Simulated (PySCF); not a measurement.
SnH3, SMILES [SnH3], multiplicity 2.

Geometry: PBE0-D3(BJ)/def2-TZVPD. The multiplicity is an assumed one; other spin states were not compared. The isomer is the one that the SMILES or the coordinates give; other isomers of the formula were not compared. The def2 effective core potentials stand for the cores of Sn; spin–orbit coupling is left out.

Two levels are set side by side: PBE/def2-TZVPD (PySCF) and CAM-B3LYP/def2-TZVPD (PySCF). Same geometry, gas phase. Differences are taken from unrounded values.

```
quantity                      PBE
---------------------------  ----
α-spin orbital gap (eV)      4.31
β-spin orbital gap (eV)      3.88
dipole moment (D)            0.28
mean polarisability (bohr³)  50.4
```

**Question.** These are the PBE values. What does CAM-B3LYP give? (An estimate is asked for; the answer gives what the named calculation found.)

**Answer.** 
```csv
quantity,CAM-B3LYP,PBE minus CAM-B3LYP
α-spin orbital gap (eV),7.86,-3.55
β-spin orbital gap (eV),8.16,-4.28
dipole moment (D),0.33,-0.05
mean polarisability (bohr³),48.0,2.4
```

Loosely held outer electrons make PBE densities more polarisable. Differences between two approximate levels are no errors against the true value.

Rough cost on one machine, each run with all the roots and properties that it gave: CAM-B3LYP against PBE within a factor of 2.
